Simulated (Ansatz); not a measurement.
`FC([SiH3])[SiH2]Cl`, relaxed with RKS PBE0-D4/def2-TZVP in Ansatz from a PBE-D4/def2-SVP geometry. The force threshold is 0.005 eV/Å; the program also tests the step.

The species carries charge 0 and has multiplicity 1.

Start:

```xyz
11

F    -1.679    0.902    0.266
C    -0.515    0.395   -0.353
Si   -0.624   -1.521   -0.327
Si    1.012    1.096    0.539
Cl    1.100    3.162    0.306
H    -0.497    0.736   -1.416
H    -0.576   -2.001    1.096
H     0.535   -2.098   -1.094
H    -1.920   -1.943   -0.955
H     2.244    0.484   -0.064
H     0.921    0.789    2.003
```

**Question.** By how much does the energy fall, and how many steps does the optimiser take? (Best estimate.)

**Answer.** The calculation gave: 3.86 kJ/mol, in 9 steps.

**Question.** Which bonds change most? (Estimate.)

**Answer.** Computed: Si4–Cl5 from 2.081 to 2.051 Å; C2–Si4 from 1.903 to 1.883 Å; Si4–H10 from 1.502 to 1.483 Å; C2–Si3 from 1.919 to 1.900 Å.

**Question.** Give the relaxed structure. (An estimate is asked.)

**Answer.** Ansatz gave: 
```xyz
11

F    -1.681    0.911    0.251
C    -0.518    0.390   -0.337
Si   -0.619   -1.508   -0.323
Si    0.995    1.082    0.544
Cl    1.118    3.112    0.270
H    -0.495    0.723   -1.384
H    -0.540   -2.011    1.071
H     0.529   -2.035   -1.108
H    -1.899   -1.932   -0.942
H     2.204    0.453   -0.040
H     0.905    0.815    1.997
```
